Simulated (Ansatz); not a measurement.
One geometry of C2H7BO2, SMILES `CB(O)CO`, several functionals.

```yaml
crystal:
  periodic: [false, false, false]
  atoms:
    - {symbol: C, position_ang: [-1.175809, -0.083466, 0.747014]}
    - {symbol: B, position_ang: [0.315006, -0.356097, 0.334850]}
    - {symbol: O, position_ang: [1.169807, -1.083575, 1.104716]}
    - {symbol: C, position_ang: [0.934707, 0.210491, -1.002089]}
    - {symbol: O, position_ang: [0.043626, 0.903559, -1.866900]}
    - {symbol: H, position_ang: [-1.332813, 0.987938, 0.923500]}
    - {symbol: H, position_ang: [-1.498399, -0.609828, 1.649341]}
    - {symbol: H, position_ang: [-1.851844, -0.351441, -0.070873]}
    - {symbol: H, position_ang: [0.768257, -1.415684, 1.911105]}
    - {symbol: H, position_ang: [1.817567, 0.827871, -0.766439]}
    - {symbol: H, position_ang: [1.330979, -0.630492, -1.582848]}
    - {symbol: H, position_ang: [-0.444184, 1.545625, -1.347377]}
basis:
  gaussian: {orbitals: def2-TZVPP}
hamiltonian: {xc: pbe0, dispersion: d4}
output: {orbitals: {seedname: orbitals}}
```

```sh
$ ansatz run in.yaml --threads 4 --pin off --events-out ev --progress --plain --max-ram 10444MiB
```

Output, abridged:

```
Functional definition: PBE0
1244 factors; their error is unknown
mean field evaluation 1: about -6943.9770 eV, gradient 7.6e1 eV
mean field evaluation 2: about -6937.9673 eV, gradient 9.5e1 eV
mean field evaluation 4: about -6954.9170 eV, gradient 3.7e0 eV
mean field evaluation 8: about -6954.9456 eV, gradient 6.8e-2 eV
mean field evaluation 16: about -6954.9447 eV, gradient 4.4e-5 eV
mean field -6954.94471214 eV, -255.5895039405 hartree, gradient 4.4e-5 eV, S^2 0.000000; 0 other end points of the search recorded, 0 dependent functions left out
reference -6954.94474433 eV, -255.5895051232 hartree; 20, 20 occupied and 233, 233 virtual orbitals, 1244 factors
Total energy: -6955.10475680 eV, -255.5953854731 hartree
```

It took 2.4 s on 4 threads of an Arm Neoverse V1 on a shared host, with 0.53 GiB of host memory at the peak.

Changing it to `hamiltonian: {xc: {name: B3LYP}, dispersion: d4}` and forces (abridged; 3.8 s):

```
Functional definition: B3LYP
mean field evaluation 16: about -6963.3116 eV, gradient 3.9e-4 eV
mean field -6963.31164490 eV, -255.8969830480 hartree, gradient 3.2e-5 eV, S^2 0.000000
Total energy: -6963.61591899 eV, -255.9081649144 hartree
Atom 0 force    -0.087763     0.011767     0.014912 eV/Å
Atom 1 force    -0.044147     0.057584    -0.079279 eV/Å
Atom 2 force     0.043933    -0.063875     0.083476 eV/Å
Atom 3 force     0.323029    -0.211936     0.146459 eV/Å
Atom 4 force    -0.201607     0.175339    -0.168724 eV/Å
Atom 5 force    -0.004790    -0.040492    -0.004197 eV/Å
Atom 6 force     0.009409     0.020442    -0.033829 eV/Å
Atom 7 force     0.017948     0.013028     0.048994 eV/Å
Atom 8 force     0.032638    -0.035569     0.043201 eV/Å
Atom 9 force    -0.034286    -0.022129    -0.019737 eV/Å
Atom 10 force    -0.012149     0.047371     0.019158 eV/Å
Atom 11 force    -0.042214     0.048470    -0.050436 eV/Å
Dipole moment:    -0.220046    -0.003649     0.534042 e Å
```

B3LYP takes the VWN-RPA correlation (the form of Gaussian; ORCA's B3LYP/G).
